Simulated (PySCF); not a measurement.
This PySCF input asks for the NMR shieldings of `CBCC(F)(F)F`, C₃H₆BF₃; the geometry comes from GFN2-xTB.

```python
import basis_set_exchange as bse
import numpy as np
from pyscf import gto, dft
from pyscf.prop import nmr

atoms = """
C     2.039141   -0.497875    0.243311
B     0.505447   -0.653746   -0.012588
C    -0.420217    0.633844    0.008344
C    -1.884118    0.366670   -0.235540
F    -2.626536    1.492938   -0.208016
F    -2.424430   -0.451309    0.683032
F    -2.119213   -0.198035   -1.431518
H     2.378605    0.522396    0.399964
H     2.334181   -1.085040    1.112534
H     2.607775   -0.919289   -0.584737
H     0.042290   -1.708369   -0.214782
H    -0.343055    1.146348    0.970586
H    -0.094258    1.351953   -0.748316
"""
names = dict.fromkeys(["C", "B", "F", "H"], "pcSseg-1")
basis = {el: gto.basis.parse(bse.get_basis(n, elements=[el], fmt="nwchem")) for el, n in names.items()}
mol = gto.M(atom=atoms, basis=basis, charge=0, verbose=0)
mf = dft.RKS(mol, xc="PBE0")
mf.grids.level = 2
mf.grids.alignment = dft.numint.BLKSIZE   # the property module wants whole blocks of grid points
mf.conv_tol = 1e-9
mf.kernel()

calc = nmr.RKS(mf)   # GIAO
C = mf.mo_coeff
Co = C[:, mf.mo_occ > 0]
resp = mf.gen_response(singlet=True, hermi=2)
def vind(x):   # induced exchange potential for any number of trial vectors
    d = np.einsum("pi,xij,qj->xpq", C, 2 * x.reshape(-1, C.shape[1], Co.shape[1]), Co, optimize=True)
    return np.einsum("xpq,pi,qj->xij", resp(d - d.transpose(0, 2, 1)), C, Co, optimize=True).ravel()
mo1, _ = nmr.rhf.solve_mo1(calc, with_cphf=vind)
sigma = calc.kernel(mo1)
for i, s in enumerate(sigma):   # ppm
    w = np.linalg.eigvalsh((s + s.T) / 2)
    print("%2d %-2s iso %8.1f  s11 %8.1f  s22 %8.1f  s33 %8.1f" % (i, mol.atom_pure_symbol(i), w.mean(), *w))
```

Question: What does it print?

Answer: 
```
 0 C  iso    171.2  s11    142.0  s22    182.4  s33    189.3
 1 B  iso     11.9  s11    -62.6  s22    -27.0  s33    125.4
 2 C  iso    145.4  s11    125.3  s22    140.6  s33    170.2
 3 C  iso     49.4  s11     41.5  s22     50.4  s33     56.1
 4 F  iso    244.4  s11    156.7  s22    235.4  s33    341.1
 5 F  iso    251.7  s11    164.5  s22    249.9  s33    340.8
 6 F  iso    251.9  s11    164.6  s22    250.2  s33    340.9
 7 H  iso     30.5  s11     27.1  s22     30.5  s33     34.0
 8 H  iso     30.6  s11     27.0  s22     28.3  s33     36.6
 9 H  iso     30.6  s11     27.0  s22     28.2  s33     36.5
10 H  iso     23.7  s11     16.5  s22     26.1  s33     28.4
11 H  iso     29.4  s11     25.0  s22     29.8  s33     33.4
12 H  iso     29.4  s11     25.0  s22     29.8  s33     33.4
```

These numbers come from an equivalent density-fitted implementation of the same equations, which agrees with the script to about 0.01 ppm for H and up to a few tenths of a ppm for heavy atoms, so last digits may differ.

Size and cost of the density-fitted run: 149 basis functions, 12 s wall time on 1 thread of an Arm Neoverse V2, shared host.
